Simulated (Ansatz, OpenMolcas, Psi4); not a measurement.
BF3 (SMILES FB(F)F): the vertical electron affinity, rung by rung

BF3 has 4 atoms, charge 0, and is taken as a singlet. SMILES: `FB(F)F`. Geometry: relaxed at PBE0-D4/def2-TZVP.

Each level gives the vertical electron affinity (to the doublet anion) (eV). The values are calculated.

The electron affinity is E(neutral) − E(anion): positive where the electron is bound.

```csv
level,kind,program,value (eV),CPU time (all runs)
SVWN5/aug-cc-pVDZ,LDA,Ansatz,-0.66,8.5 s
revPBE/aug-cc-pVDZ,GGA,OpenMolcas,-0.80,60 s
TPSS/aug-cc-pVDZ,meta-GGA,Psi4,-0.88,3 min
wB97X/aug-cc-pVDZ,range-separated hybrid,Psi4,-1.39,1.7 min
B2PLYP/aug-cc-pVDZ,double hybrid,Ansatz,-0.93,69 s
DSD-PBEP86/aug-cc-pVDZ (density fitting for correlation),double hybrid,Psi4,-1.21,52 s
MP2/aug-cc-pVDZ,perturbation theory,Ansatz,-1.09,36 s
CCSD/aug-cc-pVDZ,coupled cluster or CI,Ansatz,-1.04,1.7 min
FCI/STO-3G,exact in the basis,Ansatz,-10.11,17 s
```

Where it was recorded, the anion's HOMO is positive in SVWN5/aug-cc-pVDZ, revPBE/aug-cc-pVDZ, TPSS/aug-cc-pVDZ, wB97X/aug-cc-pVDZ, B2PLYP/aug-cc-pVDZ, DSD-PBEP86/aug-cc-pVDZ: a fault of the level (basis or self-interaction), which says nothing on whether the real anion is bound. The values span -10.11 to -0.66 eV. High-level rows in very small sets aren't better than simpler rows in larger ones. Negative values mean that the anion is unbound at that level; they are set by how diffuse the basis is and aren't properties of the molecule, whose anion may well be bound. CPU times are rough (shared hosts, several kinds of processor and program).
